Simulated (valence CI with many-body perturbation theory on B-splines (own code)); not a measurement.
**Hyperfine factors and g values of Sr25+**

Calculated by configuration interaction combined with many-body perturbation theory (CI+MBPT): three valence electrons over a frozen Dirac-Fock core [Ne], radial functions for each j: 11 s, 11 p, 10 d, 8 f, 5 g, 2 h, with the one-electron correlation potential Σ1 (screened to all orders), the two-electron term Σ2, the three-electron term Σ3, Breit, model QED; selected single and double excitations, second order for the rest, scaled by the run's own slope (own B-spline code, finite nucleus).

No measured levels were compared; by estimate levels of excited configurations hold to 0.05 to 0.15 % of their energy, terms of the ground configuration to about 0.5 %.

A/g_I is the dipole constant over the nuclear g factor μ/I (μ in nuclear magnetons, uniformly magnetised nucleus), B/Q the quadrupole constant per barn. Both hold the static response of the core; the bare values leave it out. Large factors of s and p1/2 electrons are usually good to 5 to 10 %; those of open d and f shells near neutrality can be off by tens of per cent, and small factors of p3/2, d and f electrons come from cancelling terms and can be off by a factor of two or in sign, in half-filled shells by more. B is blank for J = 1/2, where it vanishes, and for nearly pure S terms. Energies count from the lowest level.

Names give the largest LS component (configuration and term), which can be under half, so a name can repeat, a term be missing and a line seem to break the LS rules; names also repeat where a configuration has a term twice. Letters in brackets count levels of one name in rising energy.

| Level | E (cm⁻¹) | g | A/g_I (MHz) | A/g_I bare | B/Q (MHz/b) | B/Q bare |
| --- | --- | --- | --- | --- | --- | --- |
| 3s²3p ²P°_1/2 | 0 | 0.662 | 114000 | 110000 |  |  |
| 3s²3p ²P°_3/2 | 126460 | 1.331 | 21100 | 20900 | 37900 | 36900 |
| 3s3p² ⁴P_1/2 | 453420 | 2.570 | 267000 | 259000 |  |  |
| 3s3p² ⁴P_3/2 | 525160 | 1.713 | 94900 | 92400 | 30800 | 30000 |
| 3s3p² ⁴P_5/2 | 568040 | 1.499 | 103000 | 99900 | -13000 | -12600 |
| 3s3p² ²D_3/2 | 651690 | 0.846 | -8880 | -8040 | 42100 | 41000 |
| 3s3p² ²D_5/2 | 699630 | 1.295 | 86800 | 84000 | 42400 | 41300 |
| 3s3p² ²P_1/2 | 729340 | 1.179 | 42900 | 41700 |  |  |
| 3s3p² ²S_1/2 | 855710 | 1.581 | 320000 | 307000 |  |  |
| 3s3p² ²P_3/2 | 862590 | 1.258 | -24400 | -22200 | -31600 | -30700 |
| 3s²3d ²D_3/2 | 933890 | 0.840 | -3610 | -2770 | 10500 | 10600 |
| 3s²3d ²D_5/2 | 949530 | 1.199 | 17000 | 17000 | 16700 | 16800 |
| 3p³ ²D°_3/2 | 1160100 | 1.199 | 11000 | 11600 | 29400 | 28700 |
| 3p³ ²D°_5/2 | 1226700 | 1.187 | 51300 | 50100 | -14300 | -13700 |
| 3p³ ⁴S°_3/2 | 1236800 | 1.364 | -12400 | -10200 | -7050 | -6750 |
| 3s3p3d ⁴F°_3/2 | 1259300 | 0.638 | -30000 | -28500 | 12700 | 12600 |
| 3s3p3d ⁴F°_5/2 | 1282400 | 1.054 | 36100 | 35400 | 7950 | 8140 |
| 3s3p3d ⁴F°_7/2 | 1320200 | 1.251 | 57900 | 56400 | 8200 | 8570 |
| 3p³ ²P°_1/2 | 1343500 | 0.654 | 99400 | 95200 |  |  |
| 3s3p3d ⁴P°_5/2 | 1351100 | 1.464 | 61300 | 59900 | 13400 | 13400 |
| 3s3p3d ⁴D°_3/2 | 1353800 | 1.346 | 41600 | 41100 | 7510 | 7390 |
| 3s3p3d ⁴D°_1/2 | 1358400 | 0.269 | -122000 | -117000 |  |  |
| 3s3p3d ⁴F°_9/2 | 1392800 | 1.331 | 50700 | 49600 | 46500 | 45900 |
| 3p³ ²P°_3/2 | 1404200 | 1.296 | 10700 | 11400 | -15300 | -14900 |
| 3s3p3d ²F°_5/2 [a] | 1433200 | 1.047 | 27600 | 27200 | 15400 | 15300 |
| 3s3p3d ⁴D°_7/2 | 1440400 | 1.398 | 59800 | 58500 | -7840 | -7430 |
| 3s3p3d ⁴D°_5/2 | 1443900 | 1.277 | 56100 | 54800 | -392 | -377 |
| 3s3p3d ⁴P°_1/2 | 1444000 | 2.419 | 196000 | 190000 |  |  |
| 3s3p3d ⁴P°_3/2 | 1444300 | 1.393 | 32600 | 32600 | -9890 | -9860 |
| 3s3p3d ²D°_3/2 | 1455200 | 1.045 | 10100 | 10300 | -12700 | -12200 |
| 3s3p3d ²D°_5/2 [a] | 1487500 | 1.217 | 69500 | 67400 | -8630 | -8150 |
| 3s3p3d ²F°_7/2 [a] | 1550200 | 1.141 | 6930 | 7450 | 46200 | 45700 |
| 3s3p3d ²P°_3/2 [a] | 1568400 | 1.121 | 10300 | 10700 | -719 | -466 |
| 3s3p3d ²F°_7/2 [b] | 1625300 | 1.153 | 44800 | 43600 | 42600 | 42100 |
| 3s3p3d ²P°_1/2 [a] | 1631700 | 0.652 | -123000 | -117000 |  |  |
| 3s3p3d ²F°_5/2 [b] | 1631700 | 0.891 | -19900 | -18400 | 36100 | 35600 |
| 3s3p3d ²P°_1/2 [b] | 1659500 | 0.658 | 54800 | 52900 |  |  |
| 3s3p3d ²P°_3/2 [b] | 1675900 | 1.177 | 84800 | 81900 | 3380 | 3620 |
| 3s3p3d ²D°_5/2 [b] | 1682700 | 1.159 | -18600 | -16900 | -21900 | -20900 |
| 3s3p3d ²P°_3/2 [c] | 1687400 | 1.132 | -3780 | -2630 | -23700 | -23000 |

Question: Take the isotope of mass number 87, with I = 9/2, μ = -1.09316 μN and Q = 0.305 b. What is the hyperfine structure of 3s²3p ²P°_3/2?

Answer: From the table A = -5120 MHz, B = 11600 MHz. Shifts from the centre of gravity in MHz: F = 3: 47600, F = 4: 19300, F = 5: -8670, F = 6: -31700.
